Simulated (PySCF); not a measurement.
# Ionisation energy of Ga¹⁶⁺ by level of theory

Ga¹⁶⁺ [Ne] 3s2 3p3 (4S) → Ga¹⁷⁺ [Ne] 3s2 3p2 (3P), as a difference of total energies. All numbers are calculated (PySCF 2.14, the spin-free X2C one-electron Hamiltonian (Gaussian nucleus), in an even-tempered Gaussian basis (18 s from 1.4 bohr⁻², ratio 2.5; 12 p from 1.8 bohr⁻², ratio 2.5; 5 d from 8.7 bohr⁻², ratio 2.7; 4 f from 13 bohr⁻², ratio 2.7)). Correlated levels: outer shells: 1s2 frozen; virtual orbitals above 40 to 60 times the deepest correlated orbital energy dropped. The calculations carry no spin-orbit coupling.

| method | ionisation energy (eV) |
| --- | --- |
| UHF | 597.18 |
| LDA | 597.96 |
| PBE | 598.00 |
| PBE0 | 598.13 |
| r2SCAN | 598.59 |
| TPSS | 598.12 |
| r2SCAN0 | 598.54 |
| MP2 (outer shells) | 597.73 |
| SCS-MP2 (outer shells) | 597.50 |

How much does correlation contribute at MP2 (outer shells)?

597.73 − (597.18) = 0.55 eV, measured against UHF.

Spin-orbit coupling is strong in these open shells (close to jj coupling). The scalar numbers leave it out and a first-order estimate fails, so it can dominate the gap to the real levels.

Breit and QED terms and the two-electron picture change are absent.

For comparison: 599.8 ± 1.4 eV (semi-empirical (NIST evaluation); NIST Atomic Spectra Database, ionization energies).
